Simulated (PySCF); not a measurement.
PySCF input for C2H3N, SMILES [C-]#[N+]C, TDDFT-LC-ωPBE/def2-SVPD. Geometry optimised at PBE0-D3(BJ)/def2-TZVP.

```python
import numpy as np
from pyscf import gto, scf, dft, tdscf

mol = gto.M(
    atom='''
    C    -0.00000000   -0.00000000   -1.09976102
    N     0.00000000    0.00000000    0.30965673
    C    -0.00000000   -0.00000000    1.47376722
    H    -0.88839027    0.51291236   -1.47054477
    H     0.88839027    0.51291236   -1.47054476
    H     0.00000000   -1.02582472   -1.47054476
    ''',
    basis='def2-SVPD',
    charge=0,
    spin=0,
    symmetry=True,
    max_memory=1600,
    verbose=4,
)
mf = dft.RKS(mol, xc='lc_wpbe').density_fit(auxbasis='def2-universal-jkfit')
mf.grids.level = 3
mf.conv_tol = 1e-9
mf.max_cycle = 100
mf.kernel()
mf.grids = dft.Grids(mol).set(level=1).build(with_non0tab=True)  # coarser grid for the response kernel
td = tdscf.TDDFT(mf)
td.singlet = True
td.nstates = 10
td.conv_tol = 1e-4
td.positive_eig_threshold = 1e-6
td.kernel(x0=td.get_init_guess(mf, 15))
td.analyze()
tt = tdscf.TDA(mf)
tt.singlet = False
tt.nstates = 4
tt.conv_tol = 1e-4
tt.positive_eig_threshold = 1e-6
tt.kernel(x0=tt.get_init_guess(mf, 9))
tt.analyze(verbose=3)
```

Output:

```
PySCF version 2.14.0

[INPUT] verbose = 4
[INPUT] num. atoms = 6
[INPUT] num. electrons = 22
[INPUT] charge = 0
[INPUT] spin (= nelec alpha-beta = 2S) = 0
[INPUT] symmetry True subgroup None
[INPUT] Mole.unit = angstrom
[INPUT] Symbol           X                Y                Z      unit          X                Y                Z       unit  Magmom
[INPUT]  1 C      0.000000000000   0.000000000000  -1.099761020000 AA    0.000000000000   0.000000000000  -2.078247130272 Bohr   0.0
[INPUT]  2 N      0.000000000000   0.000000000000   0.309656730000 AA    0.000000000000   0.000000000000   0.585166412328 Bohr   0.0
[INPUT]  3 C      0.000000000000   0.000000000000   1.473767220000 AA    0.000000000000   0.000000000000   2.785016417162 Bohr   0.0
[INPUT]  4 H     -0.888390270000   0.512912360000  -1.470544770000 AA   -1.678814302028   0.969263886304  -2.778926869212 Bohr   0.0
[INPUT]  5 H      0.888390270000   0.512912360000  -1.470544760000 AA    1.678814302028   0.969263886304  -2.778926850314 Bohr   0.0
[INPUT]  6 H      0.000000000000  -1.025824720000  -1.470544760000 AA    0.000000000000  -1.938527772609  -2.778926850314 Bohr   0.0

nuclear repulsion = 60.3535174643555
point group symmetry = C3v, use subgroup Cs
symmetry origin: [0.00000000e+00 0.00000000e+00 1.71793283e-09]
symmetry axis x: [ 8.66025403e-01  5.00000001e-01 -1.98272791e-10]
symmetry axis y: [ 3.43418514e-10 -1.98272731e-10  1.00000000e+00]
symmetry axis z: [ 5.00000001e-01 -8.66025403e-01 -3.43418479e-10]
num. orbitals of irrep A' = 56
num. orbitals of irrep A" = 28
number of shells = 36
number of NR pGTOs = 120
number of NR cGTOs = 84
basis = def2-SVPD
ecp = {}


[settings echo left out]
init E= -132.782610641505
HOMO (A') = -0.358657761546761  LUMO (A") = 0.0206418686428026  gap/eV = 10.32127
cycle= 1 E= -132.516418117326  delta_E= 0.266  |g|= 0.21  |ddm|= 2.92
HOMO (A') = -0.400984302152954  LUMO (A') = 0.0712735568404135  gap/eV = 12.85079
cycle= 2 E= -132.525652604012  delta_E= -0.00923  |g|= 0.15  |ddm|= 0.414
HOMO (A') = -0.430001640098244  LUMO (A') = 0.079571395376111  gap/eV = 13.86619
cycle= 3 E= -132.530197725869  delta_E= -0.00455  |g|= 0.0555  |ddm|= 0.172
HOMO (A') = -0.427587610443707  LUMO (A') = 0.0797521993189618  gap/eV = 13.80542
cycle= 4 E= -132.530846013033  delta_E= -0.000648  |g|= 0.0193  |ddm|= 0.0595
HOMO (A') = -0.42756965458208  LUMO (A') = 0.0796538578007056  gap/eV = 13.80225
cycle= 5 E= -132.530928063514  delta_E= -8.21e-05  |g|= 0.00204  |ddm|= 0.0214
HOMO (A') = -0.427413580270353  LUMO (A') = 0.0795669033148005  gap/eV = 13.79564
cycle= 6 E= -132.530930860677  delta_E= -2.8e-06  |g|= 0.000324  |ddm|= 0.00755
HOMO (A') = -0.427499629461828  LUMO (A') = 0.0795376193394488  gap/eV = 13.79719
cycle= 7 E= -132.53093092072  delta_E= -6e-08  |g|= 8e-05  |ddm|= 0.00147
HOMO (A') = -0.427475399827051  LUMO (A') = 0.0795363333094983  gap/eV = 13.79649
cycle= 8 E= -132.530930923893  delta_E= -3.17e-09  |g|= 1.39e-05  |ddm|= 0.000282
HOMO (A') = -0.427482577351809  LUMO (A') = 0.0795362529915282  gap/eV = 13.79669
cycle= 9 E= -132.53093092401  delta_E= -1.17e-10  |g|= 3.05e-06  |ddm|= 5.59e-05
HOMO (A') = -0.427480963934168  LUMO (A') = 0.0795359244308966  gap/eV = 13.79663
Extra cycle  E= -132.530930924014  delta_E= -3.81e-12  |g|= 2.08e-06  |ddm|= 9.66e-06
converged SCF energy = -132.530930924014
tot grids = 22896
Overwritten attributes  positive_eig_threshold  of <class 'pyscf.tdscf.rks.TDDFT'>


******** <class 'pyscf.tdscf.rks.TDDFT'> for <class 'pyscf.df.df_jk.DFSymAdaptedRKS'> ********
nstates = 10 singlet
deg_eia_thresh = 1.000e-03
wfnsym = None
conv_tol = 0.0001
eigh lindep = 1e-12
eigh level_shift = 0
eigh max_cycle = 100


Excitation energies (eV)
[ 8.21266911  8.34509561  8.34509806  8.59884205  8.59885203  9.6696896
  9.76948662  9.76950207 10.98312152 11.57064003]

** Singlet excitation energies and oscillator strengths **
Excited State   1:  ???      8.21267 eV    150.97 nm  f=0.0000
       9 -> 13        0.47286
       9 -> 16        0.11352
      10 -> 14       -0.47286
      10 -> 17       -0.11352
Excited State   2:  ???      8.34510 eV    148.57 nm  f=0.0835
      11 -> 13       -0.67921
      11 -> 16       -0.17548
Excited State   3:  ???      8.34510 eV    148.57 nm  f=0.0835
      11 -> 14        0.67921
      11 -> 17        0.17548
Excited State   4:  ???      8.59884 eV    144.19 nm  f=0.0013
       9 -> 13       -0.47595
       9 -> 16       -0.10653
      10 -> 14       -0.47595
      10 -> 17       -0.10653
Excited State   5:  ???      8.59885 eV    144.19 nm  f=0.0013
       9 -> 14        0.47595
       9 -> 17        0.10653
      10 -> 13       -0.47595
      10 -> 16       -0.10653
Excited State   6:  ???      9.66969 eV    128.22 nm  f=0.0856
      11 -> 12        0.60360
      11 -> 15        0.31299
      11 -> 18       -0.10133
Excited State   7:  ???      9.76949 eV    126.91 nm  f=0.0049
      10 -> 12       -0.66919
      10 -> 15       -0.17723
Excited State   8:  ???      9.76950 eV    126.91 nm  f=0.0049
       9 -> 12        0.66919
       9 -> 15        0.17722
Excited State   9:  ???     10.98312 eV    112.89 nm  f=0.6852
       9 -> 14       -0.31456
      10 -> 13       -0.31456
      11 -> 12       -0.29916
      11 -> 15        0.31221
      11 -> 18       -0.29930
      11 -> 21       -0.10938
Excited State  10:  ???     11.57064 eV    107.15 nm  f=0.0549
       7 -> 12       -0.14893
       9 -> 12       -0.15749
       9 -> 15        0.63652
       9 -> 18        0.16249

** Transition electric dipole moments (AU) **
state          X           Y           Z        Dip. S.      Osc.
  1         0.0000      0.0000     -0.0000      0.0000      0.0000
  2         0.3196     -0.5536      0.0000      0.4086      0.0835
  3         0.5536      0.3196     -0.0000      0.4086      0.0835
  4        -0.0396      0.0685     -0.0000      0.0063      0.0013
  5         0.0685      0.0396     -0.0000      0.0063      0.0013
  6         0.0000     -0.0000      0.6012      0.3615      0.0856
  7         0.0715     -0.1237     -0.0000      0.0204      0.0049
  8         0.1238      0.0714      0.0000      0.0204      0.0049
  9        -0.0000      0.0000      1.5958      2.5465      0.6852
 10        -0.3810     -0.2200     -0.0000      0.1935      0.0549

** Transition velocity dipole moments (imaginary part, AU) **
state          X           Y           Z        Dip. S.      Osc.
  1         0.0000      0.0000     -0.0000      0.0000      0.0000
  2         0.1026     -0.1778     -0.0000      0.0421      0.0916
  3         0.1778      0.1026     -0.0000      0.0421      0.0916
  4        -0.0121      0.0210     -0.0000      0.0006      0.0012
  5         0.0210      0.0121     -0.0000      0.0006      0.0012
  6         0.0000      0.0000      0.2140      0.0458      0.0859
  7         0.0191     -0.0331     -0.0000      0.0015      0.0027
  8         0.0331      0.0191      0.0000      0.0015      0.0027
  9        -0.0000      0.0000      0.6352      0.4035      0.6665
 10        -0.1860     -0.1074      0.0000      0.0462      0.0724

** Transition magnetic dipole moments (imaginary part, AU) **
state          X           Y           Z
  1         0.0000      0.0000      0.1257
  2        -1.5144     -0.8743      0.0000
  3         0.8743     -1.5144      0.0000
  4        -0.1672     -0.0965      0.0000
  5        -0.0965      0.1672     -0.0000
  6        -0.0000     -0.0000     -0.0000
  7         0.8034      0.4638     -0.0000
  8        -0.4638      0.8034     -0.0000
  9        -0.0000     -0.0000     -0.0000
 10        -0.3632      0.6289      0.0000
Overwritten attributes  positive_eig_threshold  of <class 'pyscf.tdscf.rks.TDA'>


******** <class 'pyscf.tdscf.rks.TDA'> for <class 'pyscf.df.df_jk.DFSymAdaptedRKS'> ********
nstates = 4 triplet
deg_eia_thresh = 1.000e-03
wfnsym = None
conv_tol = 0.0001
eigh lindep = 1e-12
eigh level_shift = 0
eigh max_cycle = 100


Excitation energies (eV)
[5.90243486 5.90243695 6.85066221 7.40410641]

** Triplet excitation energies and oscillator strengths **
Excited State   1:  ???      5.90243 eV    210.06 nm  f=0.0000
Excited State   2:  ???      5.90244 eV    210.06 nm  f=0.0000
Excited State   3:  ???      6.85066 eV    180.98 nm  f=0.0000
Excited State   4:  ???      7.40411 eV    167.45 nm  f=0.0000
```

The calculation finished and met its thresholds.

Cost: very roughly 50 core-seconds.
